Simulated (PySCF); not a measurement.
C8H9NSi, SMILES N#CC[SiH2]c1ccccc1 at its GFN2-xTB optimised geometry (Å):

```
19

N     -1.8669    -4.2740     0.6263
C     -1.2202    -3.3313     0.5698
C     -0.4420    -2.1392     0.4858
Si    -1.5613    -0.6661    -0.0278
C     -0.5269     0.9118     0.0000
C     -1.1773     2.1438    -0.0022
C     -0.4685     3.3302    -0.0007
C      0.9167     3.3088     0.0004
C      1.5824     2.0954     0.0000
C      0.8657     0.9118     0.0000
H      0.0191    -1.9538     1.4573
H      0.3508    -2.2970    -0.2470
H     -2.0752    -0.9248    -1.3779
H     -2.6627    -0.5614     0.9341
H     -2.2575     2.1664    -0.0035
H     -0.9945     4.2740     0.0001
H      1.4742     4.2339     0.0019
H      2.6627     2.0711     0.0001
H      1.4034    -0.0258     0.0007
```

Method: PBE0/def2-SVP (PySCF).

Map of the Laplacian of the electron density (e/bohr⁵) on the plane z = 1.2 Å:

```
|#########################|
|#########################|
|#########################|
|#########################|
|###########%##%##########|
|##########%%%%%%#########|
|##########%%%%%%#########|
|#########%%%%%%%%########|
|########%%%%%%%%%########|
|#########%%%%%%%%########|
|#########%%%%%%%#########|
|########%%%%%%%%#########|
|######%%%%%%%%%##########|
|######%=#%%%#############|
|######%%%%%%%%###########|
|#######%%%%%*%###########|
|#########%@# %%##########|
|########%%@@%%###########|
|#######%@%%%%############|
|#######%@%@%%############|
|#######@%@@%#############|
|#######%@@%##############|
|########%%###############|
|#########################|
|#########################|
```
Scale: ten equal steps from -0.823 (start of ' ') to 0.229 (end of '@'), in the order ' .:-=+*#%@'; x runs from -6.50 to 6.50, y from -6.50 (bottom) to 6.50 (top).
